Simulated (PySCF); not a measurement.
Working out the electron affinity of Sn

Sn⁻ [Kr] 4d10 5s2 5p3 (4S) → Sn [Kr] 4d10 5s2 5p2 (3P). Calculation: PySCF 2.14, in def2-TZVPPD with the def2 core potential (28 electrons) (7s5p4d2f, 56 functions); scalar relativity through the core potential. Frozen: nothing. Energies in hartree (1 hartree = 27.21139 eV):

```csv
part,Sn⁻ (lower),Sn (upper)
UHF,-213.373181,-213.339962
MP2 opposite-spin,-0.218991,-0.213514
MP2 same-spin,-0.126392,-0.116232
```

Q: What does Hartree-Fock give?

A: (-213.339962) − (-213.373181) = 0.033219 hartree = 0.904 eV.

Q: What do MP2 and SCS-MP2 (6/5 opposite-spin, 1/3 same-spin) give?

A: The opposite-spin parts differ by 0.149 eV and the same-spin parts by 0.276 eV. MP2: 0.904 + (0.149) + (0.276) = 1.329 eV. SCS-MP2: 0.904 + 1.2 × (0.149) + (0.276)/3 = 1.175 eV.

Reference: 1.112 eV (measured; photodetachment measurements, as compiled on the Wikipedia data page of electron affinities), between the lowest levels; spin-orbit coupling is absent from the calculation.

What remains against the reference includes basis incompleteness and correlation beyond second order.
